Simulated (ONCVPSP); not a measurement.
# selenium (Se): one change to an ONCV potential, before and after

- Element: Se
- Generator: ONCVPSP 4.0.1
- Type: optimised norm-conserving Vanderbilt (ONCV)
- Functional: LDA (Perdew-Zunger)
- Relativity: fully relativistic
- Frozen core: [Ar]
- Valence charge: 16
- Reference configuration: 3d10 4s1.75 4p4.25
- Partial waves: 4s: rc 1.50 bohr, ncon 4, nbas 8, qcut 3.8 1/bohr, 2 projectors, debl 2.6 Ha; 4p: rc 1.60 bohr, ncon 4, nbas 9, qcut 4.7 1/bohr, 2 projectors, debl 0.5 Ha; 3d: rc 0.65 bohr, ncon 4, nbas 8, qcut 26.3 1/bohr, 2 projectors, debl 1.2 Ha
- Local potential: polynomial inside 0.40 bohr (lpopt 5, dvloc0 1 Ha)
- Core correction: Teter function, fcfact 1.5, rcfact 1.3

Open shells are filled in proportion to 2j + 1.

In the d channel the program set the typed energies aside and used -1.963, 0.250 Ha (j = l + 1/2; the other j can differ).

All-electron outer shells of the reference configuration (LDA (Perdew-Zunger), scalar-relativistic, ld1.x):

```tsv
shell	level (eV)	outermost node (bohr)	outermost maximum (bohr)
3s	-213.08	0.24	0.50
3p	-153.11	0.21	0.50
3d	-53.79	–	0.45
4s	-17.70	0.70	1.51
4p	-6.82	0.74	1.80
```

Change: d: qcut 21.9.

Cutoffs: the cutoffs (Ha) at which the residual kinetic energy of the hardest occupied pseudo-wave falls to 1 and 0.1 mHa per electron; they do not see the model core or the augmentation charge, which bear on the density cutoff. Errors are all-electron minus pseudo energies relative to the spin-unpolarised reference configuration.

How do hardness, ghosts and transferability respond?

The potential gets softer (250 Ha and 283 Ha → 208 Ha and 232 Ha); both files keep a bound ghost (p, s); the errors of the 4 common tests hardly move. The waves are optimised to have the least kinetic energy above qcut, so the cutoff follows it (qcut²/2 in Ha).

```csv
quantity,base,changed
"cutoff, loose",250 Ha,208 Ha
"cutoff, tight",283 Ha,232 Ha
loose cutoff by channel,"s 40 Ha, p 10 Ha, d 250 Ha","s 40 Ha, p 10 Ha, d 208 Ha"
bound ghosts,"s, p3/2, p1/2","s, p3/2, p1/2"
GHOST(+) flags under 300 eV,s at 144.3 eV,s at 144.3 eV
"error for 3d10 4s2 4p4, meV [ΔE -2.71 eV]",0.0,0.0
"error for 3d10 4s2 4p3, meV [ΔE 8.30 eV]",+0.1,+0.1
"error for 3d10 4s2 4p2, meV [ΔE 28.87 eV]",+3.6,+3.6
"error for 3d9 4s2 4p4, meV [ΔE 61.64 eV]",-601,-590
s: phases at 1.52 bohr within 0.05 rad from the reference energy up to (Ha; the scan ends near 5),4.6,4.6
p3/2: phases at 1.62 bohr within 0.05 rad from the reference energy up to (Ha; the scan ends near 5),4.4,4.4
p1/2: phases at 1.62 bohr within 0.05 rad from the reference energy up to (Ha; the scan ends near 5),4.5,4.5
d5/2: phases at 0.66 bohr within 0.05 rad from the reference energy up to (Ha; the scan ends near 5),to the end of the scan,to the end of the scan
d3/2: phases at 0.66 bohr within 0.05 rad from the reference energy up to (Ha; the scan ends near 5),to the end of the scan,to the end of the scan
"rms error of d²Exc/dni dnj with the model core, mHa",9.09,9.09
```

 A true bound ghost makes a file unfit for plane-wave use even where its test errors are small: the radial tests pick states by their node count and pass the ghost by.
